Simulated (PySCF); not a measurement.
C₇H₆N (SMILES [NH+]#Cc1ccccc1), charge +1, singlet, geometry from GFN2-xTB; TPSS/3-21G (PySCF).

Input for PySCF:
```python
from pyscf import gto, scf, dft

mol = gto.M(
    atom='''
N     3.02034350   -0.51441754    0.17174311
C     1.88254636   -0.32063071    0.10704556
C     0.53601575   -0.09129290    0.03047899
C     0.06218357    1.19785483   -0.30225433
C    -1.29615393    1.41172199   -0.37506867
C    -2.18724210    0.37252574   -0.12437121
C    -1.72236910   -0.89761451    0.20342907
C    -0.37028779   -1.14537927    0.28473488
H     4.00294435   -0.68177172    0.22761587
H     0.76320676    1.99484094   -0.49427802
H    -1.66768975    2.39248681   -0.62835944
H    -3.24955905    0.55345697   -0.18477679
H    -2.42224924   -1.69589837    0.39579687
H     0.00278583   -2.12530293    0.53783397
''',
    basis='3-21g',
    charge=1,
    verbose=4,
)

mf = dft.RKS(mol)
mf.xc = 'tpss'
mf.diis_space = 12
mf.kernel()
```

It wrote (shortened):

```
PySCF version 2.14.0

[INPUT] verbose = 4
[INPUT] num. atoms = 14
[INPUT] num. electrons = 54
[INPUT] charge = 1
[INPUT] spin (= nelec alpha-beta = 2S) = 0
[INPUT] symmetry False subgroup None
[INPUT] Mole.unit = angstrom
[INPUT] Symbol           X                Y                Z      unit          X                Y                Z       unit  Magmom
[INPUT]  1 N      3.020343500000  -0.514417540000   0.171743110000 AA    5.707622017110  -0.972108264272   0.324547441681 Bohr   0.0
[INPUT]  2 C      1.882546360000  -0.320630710000   0.107045560000 AA    3.557497037197  -0.605904229025   0.202286791251 Bohr   0.0
[INPUT]  3 C      0.536015750000  -0.091292900000   0.030478990000 AA    1.012922965953  -0.172518578117   0.057596943653 Bohr   0.0
[INPUT]  4 C      0.062183570000   1.197854830000  -0.302254330000 AA    0.117509916748   2.263617565687  -0.571177903664 Bohr   0.0
[INPUT]  5 C     -1.296153930000   1.411721990000  -0.375068670000 AA   -2.449375942979   2.667767925126  -0.708777064205 Bohr   0.0
[INPUT]  6 C     -2.187242100000   0.372525740000  -0.124371210000 AA   -4.133288537119   0.703971622951  -0.235027524681 Bohr   0.0
[INPUT]  7 C     -1.722369100000  -0.897614510000   0.203429070000 AA   -3.254805884414  -1.696245589336   0.384425228075 Bohr   0.0
[INPUT]  8 C     -0.370287790000  -1.145379270000   0.284734880000 AA   -0.699742510370  -2.164453129054   0.538070941311 Bohr   0.0
[INPUT]  9 H      4.002944350000  -0.681771720000   0.227615870000 AA    7.564468513375  -1.288361830274   0.430131655905 Bohr   0.0
[INPUT] 10 H      0.763206760000   1.994840940000  -0.494278020000 AA    1.442251752817   3.769703038670  -0.934050087192 Bohr   0.0
[INPUT] 11 H     -1.667689750000   2.392486810000  -0.628359440000 AA   -3.151476888244   4.521144827534  -1.187427249385 Bohr   0.0
[INPUT] 12 H     -3.249559050000   0.553456970000  -0.184776790000 AA   -6.140776630102   1.045882095032  -0.349177527276 Bohr   0.0
[INPUT] 13 H     -2.422249240000  -1.695898370000   0.395796870000 AA   -4.577387669036  -3.204783454396   0.747947685260 Bohr   0.0
[INPUT] 14 H      0.002785830000  -2.125302930000   0.537833970000 AA    0.005264455730  -4.016240469436   1.016358903788 Bohr   0.0

nuclear repulsion = 311.759218348762
number of shells = 52
number of NR pGTOs = 138
number of NR cGTOs = 84
basis = 3-21g
ecp = {}

******** <class 'pyscf.dft.rks.RKS'> ********
method = RKS
initial guess = minao
damping factor = 0
level_shift factor = 0
DIIS = <class 'pyscf.scf.diis.CDIIS'>
diis_start_cycle = 1
diis_space = 12
diis_damp = 0
SCF conv_tol = 1e-09
SCF conv_tol_grad = None
SCF max_cycles = 50
direct_scf = True
direct_scf_tol = 1e-13
XC library pyscf.dft.libxc version 7.1.2
    S. Lehtola, C. Steigemann, M. J. T. Oliveira, and M. A. L. Marques,  SoftwareX 7, 1–5 (2018)
XC functionals = tpss
    J. Tao, J. P. Perdew, V. N. Staroverov, and G. E. Scuseria,  Phys. Rev. Lett. 91, 146401 (2003)
    J. P. Perdew, J. Tao, V. N. Staroverov, and G. E. Scuseria,  J. Chem. Phys. 120, 6898 (2004)
    J. Tao, J. P. Perdew, V. N. Staroverov, and G. E. Scuseria,  Phys. Rev. Lett. 91, 146401 (2003)
    J. P. Perdew, J. Tao, V. N. Staroverov, and G. E. Scuseria,  J. Chem. Phys. 120, 6898 (2004)
radial grids:
    Treutler-Ahlrichs [JCP 102, 346 (1995); DOI:10.1063/1.469408] (M4) radial grids

becke partition: Becke, JCP 88, 2547 (1988); DOI:10.1063/1.454033
pruning grids: <function nwchem_prune>
grids dens level: 3
symmetrized grids: False
atomic radii adjust function: <function treutler_atomic_radii_adjust>
small_rho_cutoff = 0
Set gradient conv threshold to 3.16228e-05
Initial guess from minao.
tot grids = 171576
init E= -324.453767330415
  HOMO = -0.306232180666184  LUMO = -0.140562041420448  gap/eV = 4.50811
cycle= 1 E= -323.04877896937  delta_E=  1.4  |g|= 0.357  |ddm|= 4.62
  HOMO = -0.365439968712126  LUMO = -0.316908889917887  gap/eV = 1.32060
cycle= 2 E= -322.837284828279  delta_E= 0.211  |g|= 0.848  |ddm|=  1.7
  HOMO = -0.406873697254705  LUMO = -0.271041990362615  gap/eV = 3.69617
cycle= 3 E= -323.088427586033  delta_E= -0.251  |g|= 0.141  |ddm|= 1.25
  HOMO = -0.416187947049321  LUMO = -0.276948382724107  gap/eV = 3.78890
cycle= 4 E= -323.091863994821  delta_E= -0.00344  |g|= 0.0869  |ddm|= 0.23
  HOMO = -0.416909993832919  LUMO = -0.278328971271107  gap/eV = 3.77098
cycle= 5 E= -323.093456663223  delta_E= -0.00159  |g|= 0.0386  |ddm|= 0.0922
  HOMO = -0.414271880524002  LUMO = -0.277245497720415  gap/eV = 3.72868
cycle= 6 E= -323.093773993881  delta_E= -0.000317  |g|= 0.013  |ddm|= 0.0383
  HOMO = -0.414408232898997  LUMO = -0.276697378685024  gap/eV = 3.74730
cycle= 7 E= -323.093815974251  delta_E= -4.2e-05  |g|= 0.00218  |ddm|= 0.0141
  HOMO = -0.414403016402681  LUMO = -0.276650102433909  gap/eV = 3.74845
cycle= 8 E= -323.093817062329  delta_E= -1.09e-06  |g|= 0.000703  |ddm|= 0.00283
  HOMO = -0.414440194737918  LUMO = -0.276713389736448  gap/eV = 3.74774
cycle= 9 E= -323.093817198461  delta_E= -1.36e-07  |g|= 0.000114  |ddm|= 0.0011
  HOMO = -0.414443306264292  LUMO = -0.276710537730092  gap/eV = 3.74790
cycle= 10 E= -323.0938172014  delta_E= -2.94e-09  |g|= 5.1e-05  |ddm|= 0.000151
  HOMO = -0.414442239703294  LUMO = -0.276708464899304  gap/eV = 3.74793
cycle= 11 E= -323.093817202101  delta_E= -7.02e-10  |g|= 8.78e-06  |ddm|= 7.33e-05
  HOMO = -0.414440816632599  LUMO = -0.276709104965239  gap/eV = 3.74787
Extra cycle  E= -323.093817201939  delta_E= 1.63e-10  |g|= 2.54e-05  |ddm|= 4.11e-05
converged SCF energy = -323.093817201939
```
